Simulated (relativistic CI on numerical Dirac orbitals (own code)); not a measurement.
## Ir5+: O2,3 absorption edge

Computed with this model: Dirac-Coulomb-Breit CI, orbitals from a KLI potential per configuration, QED by a radiative potential, valence Slater integrals scaled by 0.7, multiplet model of core-to-valence dipole absorption; configurations [Xe] 4f14 5d4 → [Kr] 4d10 4f14 5s2 5p5 5d5; 300 K; Lorentzian 1.5 eV and Gaussian 0.3 eV FWHM. Energies are those of the free ion, without screening or charge transfer. The branching ratio is the share of the lower-energy edge in the whole absorption, uncertain by about 0.02 where the edges overlap. S is read from ⟨S²⟩ = S(S + 1).

Field parameters in Wybourne normalisation: D3d B²₀ = −7Dσ, B⁴₀ = −14Dq − 21Dτ, B⁴₃ = −14√(10/7) Dq. The field is a parameter set, without covalency.

free ion: ground-state S = 1.59, centroid 55.57 eV. Peaks (eV, height): 53.5 (100), 58.5 (37).

D3d, 10Dq = 38900, Dσ = -1200, Dτ = -10 cm⁻¹: ground-state S = 1.00, centroid 58.78 eV. Peaks (eV, height): 48.5 (33), 54.5 (83), 56.2 (100), 58.8 (39), 64.0 (10), 67.0 (8), 70.8 (56).

Strongest unbroadened transitions for free ion:

```csv
Energy (eV),Relative strength
51.55,2.0
52.79,22.3
53.63,100.0
53.91,0.8
54.81,8.6
55.26,14.9
55.62,4.5
55.75,2.5
57.02,5.6
58.24,16.6
58.46,12.1
58.72,0.7
59.44,24.7
60.34,1.6
61.31,1.6
61.82,0.7
67.72,0.8
67.80,1.9
```
